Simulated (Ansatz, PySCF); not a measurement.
Gas-phase reaction (SMILES): CC(C)(C)[Si](F)(F)F + N (NH3) -> N[Si](F)(F)F + CC(C)C; ammonia cleaves one Si-C bond, a model of a ligand-exchange step.

Each molecule is optimised on its own at B3LYP-D3(BJ)/def2-TZVP (Ansatz, an electronic-structure program), one conformer each, not searched for the lowest. Valence correlation only, unless marked. No spin-orbit coupling. No relativistic terms. CBS(X,Y): correlation extrapolated as X^-3; Hartree-Fock from the larger set. [CCSD(T)-MP2]/basis is that difference in the basis named. Thermal terms are rigid-rotor harmonic-oscillator values from B3LYP-D3(BJ) frequencies (Ansatz or PySCF) at 298.15 K and 1 atm. 1 Eh = 627.5095 kcal/mol.

```json
[
 {"species": "CC(C)(C)[Si](F)(F)F", "E, RI-MP2/CBS(cc-pV(T+d)Z,cc-pV(Q+d)Z)+[CCSD(T)-MP2]/cc-pV(T+d)Z (Ansatz) (Eh)": "-746.31548", "E, B3LYP-D3(BJ)/def2-TZVPD (Ansatz + dftd3) (Eh)": "-747.35461", "H - E (Eh)": "0.14207"},
 {"species": "N (NH3)", "E, RI-MP2/CBS(cc-pV(T+d)Z,cc-pV(Q+d)Z)+[CCSD(T)-MP2]/cc-pV(T+d)Z (Ansatz) (Eh)": "-56.50668", "E, B3LYP-D3(BJ)/def2-TZVPD (Ansatz + dftd3) (Eh)": "-56.58902", "H - E (Eh)": "0.03799"},
 {"species": "N[Si](F)(F)F", "E, RI-MP2/CBS(cc-pV(T+d)Z,cc-pV(Q+d)Z)+[CCSD(T)-MP2]/cc-pV(T+d)Z (Ansatz) (Eh)": "-644.60877", "E, B3LYP-D3(BJ)/def2-TZVPD (Ansatz + dftd3) (Eh)": "-645.43262", "H - E (Eh)": "0.04235"},
 {"species": "CC(C)C", "E, RI-MP2/CBS(cc-pV(T+d)Z,cc-pV(Q+d)Z)+[CCSD(T)-MP2]/cc-pV(T+d)Z (Ansatz) (Eh)": "-158.24115", "E, B3LYP-D3(BJ)/def2-TZVPD (Ansatz + dftd3) (Eh)": "-158.53723", "H - E (Eh)": "0.13782"}
]
```

Work out ΔE and ΔH at 298.15 K at the first level, then ΔH at the second.


1. ΔE = [(-644.60877) + (-158.24115)] - [(-746.31548) + (-56.50668)] = -0.02776 Eh = -17.4 kcal/mol at RI-MP2/CBS(cc-pV(T+d)Z,cc-pV(Q+d)Z)+[CCSD(T)-MP2]/cc-pV(T+d)Z.
2. The terms H - E add up to 0.00011 Eh, so ΔH = (-0.02776 + (0.00011))×627.5095 = -17.4 kcal/mol.
3. At B3LYP-D3(BJ)/def2-TZVPD the same steps give ΔE = -16.5 and ΔH = -16.4 kcal/mol, a shift of +1.0 from the first level.
4. These values are not checked against measurement here, since the tables used lack a sound gas-phase enthalpy of formation for at least one species.
